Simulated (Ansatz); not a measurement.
C2H6BFO, SMILES `CB(F)CO`. Charge 0, multiplicity 1.

```xyz
11

C    -1.2504   -1.0962    0.2705
B    -0.1687   -0.0193    0.6045
F    -0.0438    0.3766    1.8656
C     0.7690    0.6059   -0.4871
O     1.6764    1.5495    0.0353
H    -1.0499   -2.0111    0.8387
H    -1.3071   -1.3558   -0.7878
H    -2.2371   -0.7506    0.5962
H     0.1144    1.0419   -1.2628
H     1.2826   -0.2319   -0.9915
H     2.2147    1.8910   -0.6816
```

Task: What are the harmonic wavenumbers in cm⁻¹ at PBE0-D4/def2-TZVP (Ansatz, finite differences of forces, unscaled)? (Best estimate.)

Result: Computed: 56, 119, 188, 285, 319, 397, 505, 675, 713, 864, 949, 1075, 1149, 1220, 1241, 1309, 1383, 1415, 1453, 1454, 1478, 2955, 2976, 3042, 3107, 3139, 3873.

Task: Is this a minimum?

Result: Yes, all 27 modes are real.

Task: Give the ideal-gas thermochemistry at 298.15 K and 1 bar (rigid rotor, harmonic oscillator; point group Cs, symmetry number 1).

Result: Zero-point energy 223.3 kJ/mol; H(298) − E = 243.6 kJ/mol; entropy 336.4 J/(mol·K), of which translation 162.8, rotation 108.3, vibration 65.3; G(298) − E = 143.3 kJ/mol. Modes under 100 cm⁻¹ are hindered rotations or soft bends, so the harmonic entropy is rough.

Task: And at 400, 500, 600, 800 and 1000 K?

Result: 
```json
{"T (K)": "400", "H − E (kJ/mol)": "254.8", "S (J/mol/K)": "368.8", "G − E (kJ/mol)": "107.3"}
{"T (K)": "500", "H − E (kJ/mol)": "267.9", "S (J/mol/K)": "397.8", "G − E (kJ/mol)": "69.0"}
{"T (K)": "600", "H − E (kJ/mol)": "282.5", "S (J/mol/K)": "424.5", "G − E (kJ/mol)": "27.8"}
{"T (K)": "800", "H − E (kJ/mol)": "315.7", "S (J/mol/K)": "472.1", "G − E (kJ/mol)": "-61.9"}
{"T (K)": "1000", "H − E (kJ/mol)": "352.8", "S (J/mol/K)": "513.4", "G − E (kJ/mol)": "-160.6"}
```

Task: Rotational constants (cm⁻¹)?

Result: 0.2892, 0.1126, 0.08351.
